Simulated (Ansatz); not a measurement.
`O=CC(F)S` + H₂Te → `O=C[TeH]` + `FCS` at 600 K and 1 bar (substitution at a C–C bond).

Gas-phase electronic energies from Ansatz, PBE0-D4/def2-TZVP geometries. CBS: MP2 limit from def2 TZ/QZ plus the TZ coupled-cluster correction, frozen cores. Elements past krypton have def2 core potentials. For Te outer-core shells are correlated without core-valence functions, which leaves a few kJ/mol of doubt a bond. Each species was taken in one conformer, which may not be the lowest.

```json
{"species": "`O=CC(F)S`", "CCSD(T)/CBS energy (Eh)": "-650.61329", "H − E (kJ/mol)": "176.1", "S (J/(mol·K))": "394.7"}
{"species": "H₂Te", "CCSD(T)/CBS energy (Eh)": "-268.91024", "H − E (kJ/mol)": "52.9", "S (J/(mol·K))": "255.0"}
{"species": "`O=C[TeH]`", "CCSD(T)/CBS energy (Eh)": "-382.12128", "H − E (kJ/mol)": "99.1", "S (J/(mol·K))": "337.3"}
{"species": "`FCS`", "CCSD(T)/CBS energy (Eh)": "-537.40796", "H − E (kJ/mol)": "138.0", "S (J/(mol·K))": "320.3"}
```

H − E and S are ideal-gas, rigid-rotor, harmonic terms from PBE0-D4/def2-TZVP, for one conformer and one mirror image of each species. 1 Eh = 2625.50 kJ/mol, R = 8.31446 J/(mol·K).

Problem. By hand: ΔE, ΔH, ΔS and ΔG.

Solution. ΔE = (-382.12128) + (-537.40796) − (-650.61329) − (-268.91024) = -0.00571 Eh = -15.0 kJ/mol. Δ(H − E) = 99.1 + 138.0 − 176.1 − 52.9 = 8.1, so ΔH = -6.9 kJ/mol. ΔS = 337.3 + 320.3 − 394.7 − 255.0 = 7.9 J/(mol·K). ΔG = -6.9 − 600 × (7.9)/1000 = -11.6 kJ/mol.

Problem. By hand: the equilibrium constant, and the temperature at which ΔG would vanish if ΔH and ΔS stayed fixed.

Solution. log₁₀ K = −ΔG/(RT ln 10) = 1.0. ΔH and −TΔS have one sign here, so there is no such temperature.

TΔS isn't small against ΔH here. A doubt of 5 kJ/mol in ΔE shifts log₁₀ K by 0.4 here. Other conformers and mirror images would add mixing entropy, several J/(mol·K) or more a flexible species. These are equilibria of isolated gas molecules and say nothing of rates. Largest T1 diagnostic: 0.016 (customary marks: 0.02 for closed shells, 0.045 for open ones).

ΔS is within the doubt of such terms, so its sign, and with it that verdict, could turn.
